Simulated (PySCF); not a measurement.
**Correlation energy of O (oxygen, neutral)**

[He] 2s1 2p5, high-spin 3P determinant (an excited configuration). Calculation: PySCF 2.14, in ANO-RCC-VTZP; the spin-free X2C one-electron Hamiltonian (Gaussian nucleus). Frozen: nothing; 8 electrons correlated.

MP2 pair energies summed by pair of shells (mhartree):

| pair | energy | share (%) |
| --- | --- | --- |
| 2p-2p | -149.33 | 83.6 |
| 2s-2p | -23.13 | 13.0 |
| 1s-2p | -4.00 | 2.2 |
| 1s-1s | -1.75 | 1.0 |
| 1s-2s | -0.32 | 0.2 |

Total MP2 correlation energy: -178.53 mhartree.

Same-spin part -41.40 and opposite-spin part -137.12 mhartree; SCS-MP2 scales them by 1/3 and 6/5 to -178.35 mhartree.
